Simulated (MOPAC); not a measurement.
Job for MOPAC: PM7 on TaSn, 2S+1 = 6, a spin state set in the input, which need not be the lowest, a point of a bond scan (R = 2.706 Å).

```
PM7 1SCF PRECISE CHARGE=0 UHF MS=2.5 THREADS=1
SnTa

Ta     0.00000000 1     0.00000000 1     0.00000000 1
Sn     0.00000000 1     0.00000000 1     2.70561400 1
```

The log:

```
*******************************************************************************
 **                                                                           **
 **                              MOPAC v23.2.5                                **
 **                                                                           **
 *******************************************************************************
 ** MOPAC's Digital Object Identifier: https://doi.org/10.5281/zenodo.6511958 **
 **                                                                           **
 ** Please cite the open-source release paper for use of this MOPAC version:  **
 ** J. E. Moussa and J. J. P. Stewart (2026)                                  **
 ** MOPAC: An open-source semiempirical molecular orbital program             **
 ** J. Open Source Softw., 11(119), 8025, https://doi.org/10.21105/joss.08025 **
 *******************************************************************************

                              PM7 CALCULATION RESULTS

 *******************************************************************************
 *  PM7        - The PM7 Hamiltonian to be used
 *  UHF        - UNRESTRICTED HARTREE-FOCK CALCULATION
 *
 *
 *
 *                 CHARGE ON SYSTEM = 0
 *
 *
 *
 *  MS=        - IN MECI, MAGNETIC COMPONENT OF SPIN =  2.5
 *  PRECISE    - TIGHTER CRITERIA TO BE USED
 *  1SCF       - DO 1 SCF AND THEN STOP
 *  THREADS=1  - MULTI-THREADING NOT USED
 *  T=         - A TIME OF 172800.0 SECONDS REQUESTED
 *  DUMP=N     - RESTART FILE WRITTEN EVERY 7200.0 SECONDS REQUESTED
 *******************************************************************************
PM7 1SCF PRECISE CHARGE=0 UHF MS=2.5 THREADS=1
 SnTa

   ATOM   CHEMICAL          X               Y               Z
  NUMBER   SYMBOL      (ANGSTROMS)     (ANGSTROMS)     (ANGSTROMS)

     1      Ta          0.00000000  *   0.00000000  *   0.00000000  *
     2      Sn          0.00000000  *   0.00000000  *   2.70561400  *



          CARTESIAN COORDINATES

    NO.       ATOM           X           Y           Z

     1        Ta          0.0000      0.0000      0.0000
     2        Sn          0.0000      0.0000      2.7056

 General Reference for PM7:
 "Optimization of Parameters for Semiempirical Methods VI: More Modifications to the
 NDDO Approximations and Re-optimization of Parameters", J. J. P. Stewart, J. Mol. Mod., 1:32, 19 (2013)
 https://link.springer.com/article/10.1007/s00894-012-1667-x

           Empirical Formula: Ta Sn  =     2 atoms



      MOLECULAR POINT GROUP   :   C*v


          UHF CALCULATION, NO. OF ALPHA ELECTRONS =    7
                           NO. OF BETA  ELECTRONS =    2


 ALL CONVERGERS ARE NOW FORCED ON
 SHIFT=10, PULAY ON, CAMP-KING ON
 AND ITERATION COUNTER RESET



 -------------------------------------------------------------------------------
 PM7 1SCF PRECISE CHARGE=0 UHF MS=2.5 THREADS=1
 SnTa



     1SCF WAS SPECIFIED, SO BFGS WAS NOT USED
     SCF FIELD WAS ACHIEVED


                              PM7 CALCULATION
                                                       MOPAC v23.2.5 Linux




          FINAL HEAT OF FORMATION =        215.80852 KCAL/MOL =     902.94285 KJ/MOL


          COSMO AREA              =        124.41 SQUARE ANGSTROMS
          COSMO VOLUME            =        121.00 CUBIC ANGSTROMS

          IONIZATION POTENTIAL    =          6.605158 EV
          ALPHA SOMO LUMO (EV)    =         -6.605  0.952
          BETA  SOMO LUMO (EV)    =         -7.733  0.127
          NO. OF ALPHA ELECTRONS  =          7
          NO. OF BETA  ELECTRONS  =          2
          MOLECULAR WEIGHT        =        299.6379         POINT GROUP:  C*v

          MOLECULAR DIMENSIONS (Angstroms)

            Atom       Atom       Distance
           Sn     2   Ta     1     2.70561
           Sn     2   Ta     1     0.00000
           Ta     1   Sn     2     0.00000


          SCF CALCULATIONS        =          1





   ATOM   CHEMICAL          X               Y               Z
  NUMBER   SYMBOL      (ANGSTROMS)     (ANGSTROMS)     (ANGSTROMS)

     1      Ta          0.00000000  *   0.00000000  *   0.00000000  *
     2      Sn          0.00000000  *   0.00000000  *   2.70561400  *

                             CARTESIAN COORDINATES

   1   Ta        0.000000000     0.000000000     0.000000000
   2   Sn        0.000000000     0.000000000     2.705614000


           Empirical Formula: Ta Sn  =     2 atoms



      MOLECULAR POINT GROUP   :   C*v


          ALPHA EIGENVALUES
 -11.56389  -9.34567  -8.46004  -7.49394  -7.29469  -6.61807  -6.60516   0.95175
   1.99314   4.59850  25.16321  25.41762  26.06038


           BETA EIGENVALUES
 -10.00897  -7.73310   0.12714   0.22930   0.77462   2.72235   2.72866   6.03909
   6.32151   6.40149  28.45893  29.70442  30.07662


              NET ATOMIC CHARGES AND DIPOLE CONTRIBUTIONS

  ATOM NO.   TYPE          CHARGE      No. of ELECS.   s-Pop       p-Pop       d-Pop
    1         Ta          -0.428036        5.4280     1.51370     0.00145     3.91288
    2         Sn           0.428036        3.5720     1.84863     1.72333
 DIPOLE           X         Y         Z       TOTAL
 POINT-CHG.     0.000     0.000     5.563     5.563
 HYBRID         0.000     0.000    -3.890     3.890
 SUM            0.000     0.000     1.673     1.673


          ATOMIC ORBITAL ELECTRON POPULATIONS

     Atom    s        px        py        pz      x^2-y^2     xz        z^2       yz        xy
    1 Ta   1.51370   0.00014   0.00013   0.00117   1.00000   0.46489   1.01059   0.43745   0.99995
    2 Sn   1.84863   0.53497   0.56241   0.62595


                    (SZ)    =    2.500000
                    (S**2)  =    8.762191


          ATOMIC ORBITAL SPIN POPULATIONS

    Atom   Total    s     px     py     pz   x^2-y^2  xz     z^2    yz     xy
         Atomic
    1 Ta  3.7618  0.324  0.000  0.000  0.000  1.000  0.465  0.535  0.437  1.000
    2 Sn  1.2382 -0.010  0.535  0.562  0.151

 **********************
 *                    *
 * JOB ENDED NORMALLY *
 *                    *
 **********************




 == MOPAC DONE ==
```

The run finished.

Cost: about 0.18 core-seconds (a rough figure).
